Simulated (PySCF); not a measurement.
## F⁺: excitation energy

F⁺ [He] 2s2 2p4 (3P) → F⁺ [He] 2s2 2p3 3s1 (5S), as a difference of total energies. Calculation: PySCF 2.14, in aug-cc-pVQZ-DK (6s5p4d3f2g, 80 functions); scalar relativity by spin-free X2C-1e. Correlated levels: valence: 1s2 frozen. The calculations carry no spin-orbit coupling.

| method | excitation energy (eV) | error (eV) |
| --- | --- | --- |
| UHF | 20.683 | -1.179 |
| MP2 (valence) | 21.765 | -0.097 |
| SCS-MP2 (valence) | 21.969 | +0.107 |
| CCSD (valence) | 21.755 | -0.107 |
| CCSD(T) (valence) | 21.767 | -0.095 |

Reference: 21.862 eV (measured; NIST levels, between the centres of gravity of the two terms).

Errors of the correlated levels include the incompleteness of this basis and the frozen core.
